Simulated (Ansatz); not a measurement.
# Nudged elastic band run: AlBrCl3H

input.yaml

```yaml
crystal:
  periodic: [false, false, false]
  atoms:
    - { symbol: Al, position_ang: [-0.092371, 0.443057, -0.52129] }
    - { symbol: Br, position_ang: [1.829579, -0.852359, -0.588133] }
    - { symbol: Cl, position_ang: [-1.651272, -0.11186, -1.821606] }
    - { symbol: Cl, position_ang: [0.146588, 2.457927, 0.037125] }
    - { symbol: H, position_ang: [0.466677, -1.239804, 1.256503] }
    - { symbol: Cl, position_ang: [-0.699301, -0.696862, 1.637301] }
basis:
  gaussian: { orbitals: def2-SVP }
hamiltonian:
  xc: pbe
  dispersion: d4
neb:
  order_check: false
  images: 5
  f_tol: 0.05
  max_iterations: 60
  final_atoms:
    - { symbol: Al, position_ang: [-0.49971503, 0.49136207, -0.19563414] }
    - { symbol: Br, position_ang: [1.75346979, -0.97222272, -0.35215606] }
    - { symbol: Cl, position_ang: [-1.55771667, -0.10833791, -1.91447211] }
    - { symbol: Cl, position_ang: [0.23876986, 2.45817235, -0.05529182] }
    - { symbol: H, position_ang: [1.05073849, -1.36598393, 0.87099847] }
    - { symbol: Cl, position_ang: [-0.98564644, -0.50289086, 1.64645565] }
  initial_path:
    images:
      - { positions_ang: [[-0.092371, 0.443057, -0.52129], [1.829579, -0.852359, -0.588133], [-1.651272, -0.11186, -1.821606], [0.146588, 2.457927, 0.037125], [0.466677, -1.239804, 1.256503], [-0.699301, -0.696862, 1.637301]] }
      - { positions_ang: [[-0.19356991, 0.5018079, -0.50890336], [1.85818261, -0.89721698, -0.57112685], [-1.62898218, -0.16317039, -1.82928233], [0.19181124, 2.44148837, 0.07083926], [0.52666449, -1.20020176, 1.16742278], [-0.75420625, -0.68260813, 1.6709505]] }
      - { positions_ang: [[-0.29476882, 0.5605588, -0.49651672], [1.88678621, -0.94207497, -0.55412069], [-1.60669235, -0.21448079, -1.83695865], [0.23703448, 2.42504974, 0.10455351], [0.58665198, -1.16059952, 1.07834257], [-0.80911151, -0.66835426, 1.70459999]] }
      - { positions_ang: [[-0.39596773, 0.6193097, -0.48413009], [1.91538982, -0.98693295, -0.53711454], [-1.58440253, -0.26579118, -1.84463498], [0.28225773, 2.40861111, 0.13826777], [0.64663948, -1.12099728, 0.98926235], [-0.86401676, -0.6541004, 1.73824949]] }
      - { positions_ang: [[-0.43055016, 0.57666049, -0.38796477], [1.86141647, -0.98202954, -0.47546171], [-1.57550725, -0.21330676, -1.86791402], [0.26776177, 2.42513152, 0.07374791], [0.78133915, -1.2026595, 0.94984106], [-0.90455999, -0.60369722, 1.70765154]] }
      - { positions_ang: [[-0.46513259, 0.53401128, -0.29179946], [1.80744313, -0.97712613, -0.41380888], [-1.56661196, -0.16082233, -1.89119307], [0.25326582, 2.44165194, 0.00922805], [0.91603882, -1.28432171, 0.91041976], [-0.94510321, -0.55329404, 1.6770536]] }
      - { positions_ang: [[-0.49971503, 0.49136207, -0.19563414], [1.75346979, -0.97222272, -0.35215606], [-1.55771667, -0.10833791, -1.91447211], [0.23876986, 2.45817235, -0.05529182], [1.05073849, -1.36598393, 0.87099847], [-0.98564644, -0.50289086, 1.64645565]] }
```

Run as:

```bash
$ ansatz run input.yaml --threads 2 --pin off --max-ram 3072MiB --backend cpu --events-out ev --progress --plain --runs-dir out
```

Output, in part (warnings, iteration lines, the closing report on the highest movable image, with atoms numbered from 0):

```
NEB end point (image 0): max|allowed force component| = 9.485e-3 eV/Å (the criterion of neb.relax_end_points is 1.000e-2)
NEB end point (image 6): max|allowed force component| = 2.051e-2 eV/Å (the criterion of neb.relax_end_points is 1.000e-2)
NEB iter   1: max|band force component| = 2.317e0 eV/Å  barrier→ = 1.1991 eV  barrier← = 1.1824 eV  Δτ_max = 0.2000 Å  (165 SCF iters)
NEB iter   2: max|band force component| = 1.714e0 eV/Å  barrier→ = 0.6215 eV  barrier← = 0.6047 eV  Δτ_max = 0.2000 Å  (144 SCF iters)
NEB iter   3: max|band force component| = 1.578e0 eV/Å  barrier→ = 0.4580 eV  barrier← = 0.4412 eV  Δτ_max = 0.2000 Å  (134 SCF iters)
NEB iter   4: max|band force component| = 1.148e0 eV/Å  barrier→ = 0.1553 eV  barrier← = 0.1385 eV  Δτ_max = 0.1056 Å  (134 SCF iters)
NEB iter   5: max|band force component| = 2.327e-1 eV/Å  barrier→ = 0.0687 eV  barrier← = 0.0519 eV  CI = image 3  Δτ_max = 0.0263 Å  (124 SCF iters)
NEB iter   6: max|band force component| = 9.497e-2 eV/Å  barrier→ = 0.0619 eV  barrier← = 0.0451 eV  CI = image 3  Δτ_max = 0.0090 Å  (120 SCF iters)
NEB iter   7: max|band force component| = 1.234e-2 eV/Å  barrier→ = 0.0611 eV  barrier← = 0.0443 eV  CI = image 3  Δτ_max = 0.0000 Å  (234 SCF iters)
Total energy: -114181.71119518 eV, -4196.1004912793 hartree
Atom 0 at    -0.299422     0.439647    -0.317121 Å, force    -0.007299     0.011976    -0.007859 eV/Å
Atom 1 at     1.746345    -0.960499    -0.365184 Å, force     0.003702    -0.004365     0.012152 eV/Å
Atom 2 at    -1.602265    -0.124032    -1.867456 Å, force    -0.005896    -0.000846    -0.000374 eV/Å
Atom 3 at     0.196029     2.455819     0.012400 Å, force     0.001979     0.002442    -0.000661 eV/Å
Atom 4 at     0.692934    -1.150025     0.918157 Å, force     0.005242    -0.004264    -0.004167 eV/Å
Atom 5 at    -0.733722    -0.660811     1.619104 Å, force     0.002273    -0.004943     0.000907 eV/Å
Dipole moment:     0.248536    -0.312966     0.191117 e Å
```

The run converged. A vibrational analysis at the climbing image gives one clearly imaginary mode, 222i cm⁻¹: a first-order saddle point. The orbitals stay closed-shell, which can raise the energy where a bond breaks towards radicals; this wasn't checked here.

Final band (atoms are numbered from 1 in the order of the input):

```
image  path coordinate (Å)  energy (kJ/mol)  H5–Cl6 (Å)  Br2–H5 (Å)
    0                 0.00              0.0        1.34        2.33
    1                 0.20              0.8        1.38        2.09
    2                 0.40              3.7        1.48        1.86
    3                 0.61              5.9        1.66        1.67
    4                 0.80              4.1        1.88        1.55
    5                 1.00              2.2        2.11        1.49
    6                 1.20              1.6        2.34        1.46
```

Run time: 89 s on 2 threads of Intel(R) Xeon(R) Platinum 8488C (Sapphire Rapids), with other jobs on the host, peak memory 0.18 GiB.
